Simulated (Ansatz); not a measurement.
`F[SiH](Cl)[GeH2][Cl]` + H–F → `F[SiH](F)Cl` + `[Cl][GeH3]` at 500 K and 1 bar (cleavage of the Si–Ge bond).

Program: Ansatz. Geometries: PBE0-D4/def2-TZVP. ΔE: electronic, gas phase. CCSD(T)/CBS adds triple-zeta CCSD(T) − MP2 to the extrapolated MP2 energy (def2 sets, frozen cores). This one scheme is used for every species. For Ge outer-core shells are correlated without core-valence functions, which leaves a few kJ/mol of doubt a bond. Scalar relativity is left out up to krypton. One conformer a species, not always the lowest.

```tsv
species	CCSD(T)/CBS energy (Eh)	H − E (kJ/mol)	S (J/(mol·K))
`F[SiH](Cl)[GeH2][Cl]`	-3386.49998	130.9	456.9
H–F	-100.39570	39.4	188.7
`F[SiH](F)Cl`	-949.23245	73.8	338.6
`[Cl][GeH3]`	-2537.71925	89.2	296.4
```

H − E and S are ideal-gas, rigid-rotor, harmonic terms from PBE0-D4/def2-TZVP, for one conformer and one mirror image of each species. 1 Eh = 2625.50 kJ/mol, R = 8.31446 J/(mol·K).

**Question.** By hand: ΔE, ΔH, ΔS and ΔG.

**Answer.** ΔE = (-949.23245) + (-2537.71925) − (-3386.49998) − (-100.39570) = -0.05602 Eh = -147.1 kJ/mol. Δ(H − E) = 73.8 + 89.2 − 130.9 − 39.4 = -7.3, so ΔH = -154.4 kJ/mol. ΔS = 338.6 + 296.4 − 456.9 − 188.7 = -10.6 J/(mol·K). ΔG = -154.4 − 500 × (-10.6)/1000 = -149.1 kJ/mol.

**Question.** By hand: the equilibrium constant, and the temperature at which ΔG would vanish if ΔH and ΔS stayed fixed.

**Answer.** log₁₀ K = −ΔG/(RT ln 10) = 15.6. ΔG = 0 at ΔH/ΔS = 14566 K, far beyond where these terms or the molecules hold.

The number of gas molecules stays the same, so ΔS is small and ΔH decides. A doubt of 5 kJ/mol in ΔE shifts log₁₀ K by 0.5 here. Other conformers and mirror images would add mixing entropy, several J/(mol·K) or more a flexible species. Modes under 60 cm⁻¹, often nearly free rotors, make the harmonic entropy too high. These are equilibria of isolated gas molecules and say nothing of rates. Largest T1 diagnostic: 0.011 (customary marks: 0.02 for closed shells, 0.045 for open ones).
